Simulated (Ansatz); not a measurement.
Be₁₀⁺ (the lowest doublet isomer of a short search), 10 atoms. Hardware: 4 threads of Arm Neoverse V2 on a shared host.

Correlated methods freeze no core orbitals.

Task: How many basis functions does each of these Ansatz runs have, and roughly what does it cost? HF/def2-TZVP, charge 1 doublet, energy, from earlier orbitals; PBE/def2-SVP, charge 1 doublet, energy, from earlier orbitals; PBE-QIDH/def2-TZVP, charge 1 doublet, energy, from earlier orbitals; MP2/def2-TZVP, charge 1 doublet, energy, from earlier orbitals; PBE0/def2-SVP, charge 1 doublet, energy with a search over starts; BLYP/def2-TZVP, charge 1 doublet, energy, from earlier orbitals; PBE/def2-SVP, charge 1 doublet, relaxation, 4 steps; PBE/def2-TZVP, charge 1 doublet, energy and forces, from earlier orbitals; PBE0/def2-TZVP, charge 1 doublet, energy, from earlier orbitals; PBE0/def2-SVP, charge 1 doublet, energy, from earlier orbitals; r2SCAN/def2-TZVP, charge 1 doublet, energy, from earlier orbitals.

Result: Other jobs shared the machine, so times can vary by a factor of up to 3. A dash marks memory too small to be measured apart from the calling script's.

| run | functions | fitting or Cholesky vectors | wall time | peak host memory (GiB) |
| --- | --- | --- | --- | --- |
| PBE/def2-SVP, charge 1 doublet, energy, from earlier orbitals | 90 | 1340 | 1.9 s | – |
| PBE0/def2-SVP, charge 1 doublet, energy, from earlier orbitals | 90 | 1280 | 2.9 s | – |
| BLYP/def2-TZVP, charge 1 doublet, energy, from earlier orbitals | 190 | 1410 | 4.5 s | – |
| MP2/def2-TZVP, charge 1 doublet, energy, from earlier orbitals | 190 | 1570 | 4.6 s | – |
| PBE/def2-TZVP, charge 1 doublet, energy and forces, from earlier orbitals | 190 | 1410 | 4.6 s | – |
| PBE/def2-SVP, charge 1 doublet, relaxation, 4 steps | 90 | 1340 | 5.5 s | – |
| HF/def2-TZVP, charge 1 doublet, energy, from earlier orbitals | 190 | 1600 | 6 s | 0.7 |
| PBE0/def2-SVP, charge 1 doublet, energy with a search over starts | 90 | 1280 | 7 s | – |
| PBE0/def2-TZVP, charge 1 doublet, energy, from earlier orbitals | 190 | 1410 | 8.5 s | 0.61 |
| r2SCAN/def2-TZVP, charge 1 doublet, energy, from earlier orbitals | 190 | 1410 | 10 s | – |
| PBE-QIDH/def2-TZVP, charge 1 doublet, energy, from earlier orbitals | 190 | 1570 | 13 s | 0.61 |
